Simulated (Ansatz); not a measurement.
One change: `[F][GaH][SiH3]` becomes `[F][GaH][Br]`.

Ansatz, PBE0-D4/def2-TZVP geometries, multiplicity 1. 

Scalar relativity is left out up to krypton.

```csv
property,`[F][GaH][SiH3]`
HOMO energy (ωB97M-V/def2-TZVPP) / eV,-10.07
HOMO energy (B3LYP/def2-TZVPP) / eV,-7.84
HOMO energy (PBE/def2-TZVPP) / eV,-6.86
HOMO–LUMO gap (B3LYP/def2-TZVPP) / eV,5.62
LUMO energy (PBE/def2-TZVPP) / eV,-2.73
size of the dipole moment (ωB97M-V/def2-TZVPP) / D,2.31
```

**Question.** Give the same properties after the change, and the shifts. (An estimate is asked.)

**Answer.** The calculation gave: 
| property | `[F][GaH][Br]` | shift |
| --- | --- | --- |
| HOMO energy (ωB97M-V/def2-TZVPP) / eV | -11.00 | -0.93 |
| HOMO energy (B3LYP/def2-TZVPP) / eV | -8.51 | -0.67 |
| HOMO energy (PBE/def2-TZVPP) / eV | -7.47 | -0.61 |
| HOMO–LUMO gap (B3LYP/def2-TZVPP) / eV | 6.60 | 0.98 |
| LUMO energy (PBE/def2-TZVPP) / eV | -2.40 | 0.33 |
| size of the dipole moment (ωB97M-V/def2-TZVPP) / D | 2.02 | -0.29 |

With PBE0 the HOMO falls by 0.75 eV and the LUMO rises by 0.34 eV, so the gap widens by about 1.09 eV. PBE moves the HOMO by -0.61 eV and ωB97M-V by -0.93 eV. The zero-point energy changes by -61.2 kJ/mol with -9 modes. Dipoles are sizes alone; their direction can turn.

B3LYP here is the variant with VWN-RPA as its local correlation; programs differ in this.

Spin–orbit coupling is left out; it splits and shifts lone-pair levels of the heavy atoms by tenths of an eV.
